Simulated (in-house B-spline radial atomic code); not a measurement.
Two electrons outside the [Ne] 3s2 core: Ni14+

Computed with a B-spline radial code for spherical atoms: configuration interaction (CI) of the two valence electrons in the field of the frozen Dirac-Fock core, alone and with many-body perturbation theory for the core (screened one- and two-electron correlation potentials), Breit and QED terms; no-pair Dirac Hamiltonian, finite nucleus. Labels give the configuration (outer n counted up each series) and the leading LS term, or the jj pair where no LS term holds 70 %.

The outer s² shell of this core is soft: its mixing with p² is only treated to second order, so levels can be several per cent off.

Excitation energies (cm⁻¹):

```
  level  purity of the LS term  CI alone  CI + MBPT + Breit + QED
3p2 3P0                  0.947         0                        0
3p2 3P1                    1.0         ?                        ?
3p2 3P2                  0.825     28746                    26833
3p2 1D2                  0.825         ?                        ?
3p2 1S0                  0.947    110994                   112513
```

**Question.** Where does 3p2 1D2 lie?

**Answer.** 65781 cm⁻¹ in CI alone and 60097 cm⁻¹ with all corrections.

**Question.** Where does 3p2 3P1 lie?

**Answer.** 15645 cm⁻¹ in CI alone and 14879 cm⁻¹ with all corrections.

**Question.** What is the first ionisation energy?

**Answer.** 462.03 eV to the 3p1/2 state of the next ion (460.84 eV from CI alone). NIST lists 462.8 ± 1.1 eV (semi-empirical).
